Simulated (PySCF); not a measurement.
Compound: C6H7NO2P (charge -1).
Geometry (PBE0-D3(BJ)/def2-SVP, Å), atoms numbered from 1 in this order:
```
atom  x, y, z in Å
C1    -2.3653   -1.3218    0.3001
P2    -1.8022    0.3529    0.8017
O3    -2.0108    0.5310    2.2884
O4    -2.2832    1.3666   -0.2111
C5     0.0400    0.2433    0.5653
C6     0.7818    1.4014    0.8706
C7     2.1586    1.3947    0.7206
C8     2.7772    0.2248    0.2662
C9     1.9660   -0.8707   -0.0116
N10    0.6405   -0.8722    0.1288
H11   -2.1276   -1.5190   -0.7547
H12   -1.9086   -2.0985    0.9297
H13   -3.4581   -1.3401    0.4372
H14    0.2426    2.2846    1.2213
H15    2.7524    2.2849    0.9524
H16    3.8603    0.1646    0.1314
H17    2.4170   -1.8068   -0.3707
```

All values: B3LYP/def2-SVPD (PySCF, non-relativistic), on one gas-phase PBE0-D3(BJ)/def2-SVP geometry that isn't relaxed in the solvent. The solvent is an IEF-PCM continuum (cavity from Bondi-type radii × 1.2), and excitations are vertical TDDFT with non-equilibrium linear response and a frozen core. Specific hydrogen bonds and non-electrostatic terms are outside this model.

Gas-phase singlets (H = HOMO, L = LUMO):

```csv
state,E (eV),λ (nm),f,leading configurations
S1,3.723,333,0.003,H→L 97%
S2,3.958,313,0.002,H→L+1 97%
S3,3.995,310,0.015,H-1→L 96%
S4,4.236,293,0.001,"H-1→L+1 76%, H-2→L 20%"
S5,4.443,279,0.095,"H-2→L 76%, H-1→L+1 19%"
```

Problem. What are the lowest 5 singlets in chloroform (ε = 4.711)?

Solution. 
| state | E (eV) | λ (nm) | f | leading configurations | change by rank (eV) |
| --- | --- | --- | --- | --- | --- |
| S1 | 4.274 | 290 | 0.006 | H→L 95% | +0.551 |
| S2 | 4.513 | 275 | 0.001 | H→L+1 94% | +0.555 |
| S3 | 4.906 | 253 | 0.108 | H-1→L 95% | +0.911 |
| S4 | 5.112 | 243 | 0.008 | H-2→L 68%, H-1→L+1 25% | +0.876 |
| S5 | 5.156 | 240 | 0.001 | H-3→L 80%, H-4→L 14% | +0.713 |

Problem. How do the frontier levels move from gas to chloroform?

Solution. 
| orbital | gas (eV) | solvent (eV) | change (eV) | Löwdin shares, gas | Löwdin shares, solvent |
| --- | --- | --- | --- | --- | --- |
| LUMO+2 | 3.26 | 1.20 | -2.06 | C8 22 %, H16 21 %, C7 14 %, H15 13 % | C9 14 %, C8 12 %, C7 11 %, C1 8 % |
| LUMO+1 | 2.65 | -0.02 | -2.67 | C8 20 %, C5 18 %, C9 18 %, C6 15 % | C9 20 %, C6 19 %, C8 18 %, C5 16 % |
| LUMO | 2.39 | -0.29 | -2.68 | C7 24 %, N10 22 %, C6 13 %, C5 11 % | C7 24 %, N10 22 %, C5 14 %, C8 11 % |
| HOMO | -2.24 | -5.58 | -3.34 | O4 26 %, O3 26 %, C5 11 %, P2 11 % | O4 20 %, O3 20 %, N10 16 %, C5 13 % |
| HOMO-1 | -2.33 | -5.90 | -3.57 | O4 43 %, O3 42 %, P2 6 % | O4 33 %, O3 33 %, C8 7 %, C6 6 % |
| HOMO-2 | -2.68 | -6.21 | -3.53 | O3 38 %, O4 38 %, P2 9 % | O4 36 %, O3 36 %, P2 7 % |
| HOMO-3 | -2.94 | -6.43 | -3.49 | O3 34 %, O4 34 %, P2 13 %, C1 6 % | O3 26 %, O4 25 %, N10 18 %, P2 10 % |

The HOMO–LUMO gap goes from 4.63 to 5.29 eV. Rows go by rank; for HOMO-3, HOMO-2, HOMO-1, HOMO and LUMO+2 the atom shares or the degeneracy differ between the runs, so the row needn't follow one orbital.
